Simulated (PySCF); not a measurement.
Geometries of 3 isomers of C2H9NSi, from PBE0-D3(BJ)/def2-SVP geometry optimisation, gas phase (PySCF). One conformer each, no zero-point energy, no frequencies.

**Question.** Which isomer lies lowest at this level?
A.
```xyz
13
angstrom
C      1.850    0.037    0.060
C      0.457   -0.566    0.096
N     -0.485    0.186   -0.703
Si    -2.168    0.361   -0.344
H      1.832    1.077    0.420
H      2.552   -0.540    0.682
H      2.248    0.045   -0.968
H      0.511   -1.632   -0.207
H      0.091   -0.574    1.138
H     -0.201    0.291   -1.672
H     -2.315    0.857    1.060
H     -2.993   -0.892   -0.446
H     -2.727    1.352   -1.312
```
B.
```xyz
13
angstrom
C     -0.276    1.444    0.191
N     -0.044    0.025    0.273
C     -1.243   -0.773    0.275
Si     1.486   -0.664   -0.170
H     -0.758    1.754   -0.759
H     -0.935    1.780    1.014
H      0.670    1.999    0.281
H     -1.827   -0.685   -0.665
H     -1.002   -1.838    0.417
H     -1.912   -0.474    1.103
H      1.590   -2.012    0.466
H      1.710   -0.853   -1.647
H      2.561    0.247    0.328
```
C.
```xyz
13
angstrom
C      1.788    0.559    0.199
N      0.912   -0.566    0.408
Si    -0.657   -0.729   -0.316
C     -1.806    0.642    0.247
H      1.199    1.487    0.112
H      2.470    0.704    1.054
H      2.412    0.488   -0.715
H      1.400   -1.428    0.623
H     -1.162   -2.068    0.118
H     -0.640   -0.712   -1.823
H     -1.877    0.666    1.345
H     -2.816    0.488   -0.166
H     -1.457    1.628   -0.098
```

**Answer.** C. That is `CN[SiH2]C`, 7.4 kcal/mol below the next.

```csv
SMILES,atoms numbered as above,E (Eh),relative (kcal/mol),relative (kJ/mol),dipole (D)
CN[SiH2]C,[CH3:1][NH:2][SiH2:3][CH3:4],-425.41975,0.0,0.0,0.89
CCN[SiH3],[CH3:1][CH2:2][NH:3][SiH3:4],-425.40800,7.4,30.9,1.24
CN(C)[SiH3],[CH3:1][N:2]([CH3:3])[SiH3:4],-425.39677,14.4,60.3,0.95
```

As drawn, the lowest has an N–H bond and an Si–C bond, which the highest lacks.
